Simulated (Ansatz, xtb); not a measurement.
## B3BrHSi: which of two structures lies lower

We compare X, `BrB1B2B[Si]12`, a doublet, with Y, a doublet given by its coordinates. Both are isolated molecules in the gas phase, relaxed with B3LYP-D3(BJ)/def2-SVP.

X (Å):

```xyz
6

B    -2.7269    0.3367    0.1047
B    -1.9568   -0.0184   -1.2617
B    -0.4628   -0.4645   -1.4606
Br   -4.3545    0.8774    0.8759
Si   -0.8595   -0.1607    0.4627
H     0.4807   -0.7979   -2.1074
```

Y (Å):

```yaml
atoms:
  - { symbol: B, position_ang: [-2.5991, 0.4291, -0.5044] }
  - { symbol: B, position_ang: [-2.1208, -0.8140, -1.2865] }
  - { symbol: B, position_ang: [-0.9262, -0.1302, -0.4498] }
  - { symbol: Br, position_ang: [-3.4823, 1.8562, 0.3005] }
  - { symbol: Si, position_ang: [-0.6289, -1.8946, -1.6664] }
  - { symbol: H, position_ang: [-0.0218, 0.3577, 0.1617] }
```

Close contacts (Å): B1–B2 1.54, B1–B3 1.76, B1–Br4 1.86, B2–B3 1.61, B2–Si5 1.88, B3–Si5 2.16, B3–H6 1.20.

Which of the two would you expect CCSD(T)/def2-SVP electronic energies to favour?

Structure X; the calculation gives E(Y) − E(X) = +13.7 kJ/mol.

How the difference moves with the method:

```json
{"level": "GFN2-xTB", "geometry": "GFN2-xTB", "E(Y) − E(X) (kJ/mol)": "+16.1", "departure from the last row (kJ/mol)": "+2.4", "job, with rough time for the two": "optimisation, 0.35 s"}
{"level": "HF/STO-3G", "geometry": "GFN2-xTB", "E(Y) − E(X) (kJ/mol)": "+119.9", "departure from the last row (kJ/mol)": "+106.2", "job, with rough time for the two": "single point, 5.4 s"}
{"level": "r2SCAN-D4/def2-SVP", "geometry": "GFN2-xTB", "E(Y) − E(X) (kJ/mol)": "+77.3", "departure from the last row (kJ/mol)": "+63.6", "job, with rough time for the two": "single point, 11 s"}
{"level": "B3LYP-D3(BJ)/def2-SVP", "geometry": "B3LYP-D3(BJ)/def2-SVP", "E(Y) − E(X) (kJ/mol)": "+20.3", "departure from the last row (kJ/mol)": "+6.6", "job, with rough time for the two": "optimisation, 1.9 min"}
{"level": "HF/def2-SVP", "geometry": "B3LYP-D3(BJ)/def2-SVP", "E(Y) − E(X) (kJ/mol)": "+31.1", "departure from the last row (kJ/mol)": "+17.4", "job, with rough time for the two": "part of the CCSD(T) run"}
{"level": "MP2/def2-SVP", "geometry": "B3LYP-D3(BJ)/def2-SVP", "E(Y) − E(X) (kJ/mol)": "+23.9", "departure from the last row (kJ/mol)": "+10.2", "job, with rough time for the two": "part of the CCSD(T) run"}
{"level": "CCSD(T)/def2-SVP", "geometry": "B3LYP-D3(BJ)/def2-SVP", "E(Y) − E(X) (kJ/mol)": "+13.7", "departure from the last row (kJ/mol)": "", "job, with rough time for the two": "single point, 68 s"}
```

The levels shown agree on the order. The largest departure from CCSD(T)/def2-SVP is that of HF/STO-3G, 106.2 kJ/mol. MP2 in a larger basis moves the difference by +2.8 kJ/mol, a step that isn't added because spin contamination makes open-shell MP2 unreliable in this search.

With harmonic frequencies from B3LYP-D3(BJ)/def2-SVP (ideal gas, rigid rotor, one conformer each, 200 K, 1 atm): the zero-point term adds −2.3 kJ/mol; ΔH is +12.1 and ΔG +10.6 kJ/mol.

Open shells are spin-unrestricted, with notable spin contamination under HF/STO-3G, HF/def2-SVP, MP2/def2-SVP, CCSD(T)/def2-SVP. The correlated steps freeze 17 core orbitals; the filled d shell of Br is correlated, in a basis made for valence electrons. Programs: Ansatz 0.2.0, xtb 6.7.1; the last row on 2 threads of Arm Neoverse V1 on a shared host.
